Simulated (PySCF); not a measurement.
**ReS₂⁺: from structure and modes to constants**

All numbers come from UPBE0/[Re def2-SVP with ECP60, S def2-SVP], scalar-relativistic core potentials, density fitting, no spin–orbit coupling, PySCF.

The triplet minimum has C2v symmetry. Masses (u): Re 186.95575, S 31.97207.

```xyz
3
charge 1 multiplicity 3, angstrom
Re    0.0000    0.0000   -0.3007
S     1.6978    0.0000    0.8805
S    -1.6978    0.0000    0.8805
```

Harmonic wavenumbers (cm⁻¹): 200.9 (a1, ×1), 568.5 (b2, ×1), 584.9 (a1, ×1).

Question: Find the principal moments of inertia and the rotational constants. What kind of rotor is it?

Answer: About the centre of mass I = 66.486, 184.32, 250.81 u Å². With B = 16.8576/I this gives 0.2536, 0.09146, 0.06721 cm⁻¹. The molecule is an asymmetric top with κ = -0.74.

Question: What is the harmonic zero-point energy?

Answer: Half the sum of all 3 wavenumbers, 1354/2 = 677 cm⁻¹, which is 8.1 kJ/mol (1 cm⁻¹ = 0.0119627 kJ/mol).

Only a few start shapes were tried, so a lower isomer may exist. With open d or f shells other occupations or spin states may lie lower. With an element this heavy the missing spin–orbit coupling can shift these numbers.
